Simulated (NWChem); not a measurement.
A series in which one site is exchanged, each optimised at PBE0/def2-SVP with NWChem, gas phase unless a solvent is named. def2 effective core potentials on Rb, Ag, I, Cs; no spin-orbit coupling.

A: [I][Rb] (RbI; site = Rb)
B: [Ag][I] (AgI; site = Ag)
C: [I][Cs] (CsI; site = Cs)
D: II (I$_{2}$; site = I)

Q: Rank them by orbital gap (eV), PBE0/def2-SVP, lowest first.

A: D (3.55), B (3.61), A (3.71), C (3.82)
